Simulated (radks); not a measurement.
Results of a calculation; reference values are marked as such.
Co XV, configuration [Ne] 3s2 3p1. Code: a radial shooting solver on a logarithmic mesh with Libxc functionals. Model: non-relativistic Kohn-Sham, LDA (Slater exchange, Perdew-Wang correlation), spin-unpolarised, spherical densities, point nucleus.

Unscreened Slater integrals over Kohn-Sham orbitals (hartree). Empty in this configuration: 3d.

integral     value
F0(3p,3p)   1.3780
F2(3p,3p)  0.69910
F0(3p,3s)   1.3645
G1(3p,3s)  0.89676
F0(3p,2p)   1.8326
F2(3p,2p)  0.43790
G0(3p,2p)  0.17685
G2(3p,2p)  0.19031
F0(3p,2s)   1.7823
G1(3p,2s)  0.13839
F0(3p,3d)   1.4244
F2(3p,3d)  0.69840
G1(3p,3d)  0.77908
G3(3p,3d)  0.51278
F0(3s,3s)   1.3540
F0(3s,2p)   1.7787
G1(3s,2p)  0.17552
F0(3s,2s)   1.7429
G0(3s,2s)  0.13900
F0(3s,3d)   1.4107
G2(3s,3d)  0.59283
F0(2p,2p)   4.0826
F2(2p,2p)   1.9318
F0(2p,2s)   3.7431
G1(2p,2s)   2.1478
F0(2p,3d)   1.9254
F2(2p,3d)  0.52654
G1(2p,3d)  0.46153
G3(2p,3d)  0.26486
F0(2s,2s)   3.5254
F0(2s,3d)   1.9064
G2(2s,3d)  0.43181
F0(3d,3d)   1.5037
F2(3d,3d)  0.77259
F4(3d,3d)  0.49869

Derived for the open shells (J is the average intra-shell exchange parameter used in DFT+U). 3p: J = F2/5 = 0.1398 hartree.
